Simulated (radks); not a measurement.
Results of a calculation; reference values are marked as such.
Sn3+, configuration [Kr] 4d10 5s1 (the NIST ground configuration).

Code: a radial shooting solver on a logarithmic mesh with Libxc functionals. Model: scalar-relativistic Kohn-Sham, LDA (Slater exchange, Perdew-Wang correlation), spin-polarised, spherical densities, finite nucleus; open shells are filled with parallel spins first (spin-orbit coupling, left out, can overturn this in heavy ions); Fermi nuclear charge, rms radius 4.6519 fm.

Energy parts (eV):
| part | energy |
|---|---|
| total | -167888.166 |
| kinetic | 175234.812 |
| electron-nucleus | -404730.766 |
| Hartree | 65923.087 |
| exchange-correlation | -4315.300 |

Orbitals (lengths in bohr, moments of r in powers of bohr; r(max) is where P^2 peaks):
\begin{tabular}{lrrrrrr}
orbital & occ. & eigenvalue (eV) & <r^4> & r(max) & <1/r> & <r> \\ \hline
1s up & 1 & -29008.45 & 3.417e-06 & 0.01880 & 53.03 & 0.02908 \\
1s down & 1 & -29008.40 & 3.417e-06 & 0.01880 & 53.03 & 0.02908 \\
2s up & 1 & -4405.499 & 0.0005943 & 0.1062 & 12.10 & 0.1256 \\
2s down & 1 & -4405.474 & 0.0005943 & 0.1062 & 12.10 & 0.1256 \\
2p up & 3 & -3960.504 & 0.0004268 & 0.08496 & 11.64 & 0.1096 \\
2p down & 3 & -3960.477 & 0.0004268 & 0.08496 & 11.64 & 0.1096 \\
3s up & 1 & -873.6600 & 0.02664 & 0.3079 & 4.295 & 0.3399 \\
3s down & 1 & -873.6166 & 0.02663 & 0.3079 & 4.295 & 0.3399 \\
3p up & 3 & -728.1942 & 0.02814 & 0.3012 & 4.091 & 0.3381 \\
3p down & 3 & -728.1505 & 0.02814 & 0.3012 & 4.091 & 0.3381 \\
3d up & 5 & -503.4876 & 0.02557 & 0.2508 & 3.864 & 0.3148 \\
3d down & 5 & -503.4485 & 0.02557 & 0.2508 & 3.864 & 0.3148 \\
4s up & 1 & -163.3516 & 0.8569 & 0.7448 & 1.700 & 0.8181 \\
4s down & 1 & -163.2599 & 0.8538 & 0.7449 & 1.700 & 0.8177 \\
4p up & 3 & -119.2496 & 1.245 & 0.7875 & 1.543 & 0.8850 \\
4p down & 3 & -119.1284 & 1.236 & 0.7874 & 1.544 & 0.8840 \\
4d up & 5 & -55.3935 & 3.455 & 0.8856 & 1.228 & 1.085 \\
4d down & 5 & -55.1142 & 3.347 & 0.8845 & 1.234 & 1.079 \\
5s up & 1 & -36.9293 & 35.83 & 1.892 & 0.6141 & 2.105 \\
5s down & 0 & -35.8196 & 36.29 & 1.883 & 0.6157 & 2.106 \\
5p up & 0 & -27.6112 & 66.25 & 2.186 & 0.5235 & 2.446 \\
5p down & 0 & -26.5161 & 69.66 & 2.185 & 0.5200 & 2.467 \\
6s up & 0 & -14.8127 & 639.3 & 4.213 & 0.2987 & 4.385 \\
6s down & 0 & -14.5180 & 680.4 & 4.275 & 0.2929 & 4.459 \\
\end{tabular}

The highest occupied level is 5s up at -36.929 eV. Summed over all electrons, <r^2> = 28.03 bohr^2, which gives a Langevin (diamagnetic) susceptibility term of -22.2 x 10^-6 cm^3/mol.
